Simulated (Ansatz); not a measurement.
A run for Ansatz (a quantum-chemistry and plane-wave program): U-CCSD(T)/def2-TZVPP on InP, 2S+1 = 3, a point of a bond scan (R = 2.139 Å). Elements past Kr take the def2 small-core potentials; no spin–orbit coupling. The run froze 14 orbitals, filled d shells among them.

Ansatz 0.2 input:
```yaml
crystal:
  periodic: [false, false, false]
  atoms:
    - {symbol: In, position_ang: [-0.00000000, -0.00000000, -0.62680193]}
    - {symbol: P, position_ang: [0.00000000, 0.00000000, 1.51268201]}
basis:
  gaussian:
    orbitals: def2-TZVPP
magnetization: {spin_polarized: true, initial_magnetization: 2}
correlation: {method: ccsd_t, electrons: outside_noble_gas}
scf: {omitted_lower_state_checks: [cluster_reference]}
```

**Question.** Predict the final total energy.

**Answer.** -530.0937 hartree (reference determinant -529.9023, T1 diagnostic 0.024).

**Question.** How many basis functions does it have, and what does it roughly cost on one machine?

**Answer.** 92 functions; around 18 core-seconds (rough).
